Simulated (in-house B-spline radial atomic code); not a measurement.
# TDHF excitations of Pb⁴⁺

Method: TDHF. Computed with a B-spline radial code for spherical atoms: linear response of the closed shell [Xe] 4f14 5d10 with bare exchange (time-dependent Hartree-Fock); scalar-relativistic (spin-free one-electron X2C), finite nucleus, no spin-orbit coupling, no double excitations, S, P, D and F terms only; shells from n = 3 respond. Only terms of natural parity with L up to 3 were computed.

Spin-orbit coupling is strong here, so these LS terms don't match observed levels.

Command:
```bash
python run_td.py task.json out
```
Settings (radii: box in bohr, nucleus in fm):
```
Z                        82
electrons                78
configuration            [Xe] 4f14 5d10
hamiltonian              x2c
method                   hf
box_radius               19.1
rms_radius               5.5012
intervals                70
```

Run time, properties included: 11 s on 1 thread of Arm Neoverse N1 (shared host).

The lowest states, in the order of their Tamm-Dancoff energies; the method's threshold (minus the highest occupied level) is 69.66 eV. Labels give the largest channel, * marks a mixed state, and oscillator strengths are full-response dipole values. Energies in eV:

```csv
state,full response,Tamm-Dancoff,oscillator strength
5d → 6s 3D,15.317,15.375,-
5d → 6s 1D,?,?,-
5d → 6p 3P,27.179,27.241,-
5d → 6p 3F,27.908,27.951,-
5d → 6p 1F,28.532,28.542,-
5d → 6p 1P,?,?,?
5d → 6d 3S,40.99,41.03,-
5d → 6d 3D,42.18,42.20,-
5d → 6d 1D,42.58,42.59,-
5d → 7s 3D,43.20,43.21,-
```

Task: Where does 5d → 6p 1P lie?

Result: At 29.171 eV in full response, 29.269 eV in Tamm-Dancoff, oscillator strength 1.08.

Task: Where does 5d → 6s 1D lie?

Result: At 16.558 eV in full response, 16.589 eV in Tamm-Dancoff.

Task: How large is the singlet-triplet splitting of 5d → 6s (D terms) in Tamm-Dancoff?

Result: 1.21 eV, from the unrounded values.

Task: What polarisabilities and dispersion coefficient does the method give?

Result: Dipole 3.608 bohr³, quadrupole 10.14 bohr⁵, C6 18.99 hartree·bohr⁶ for two such species.
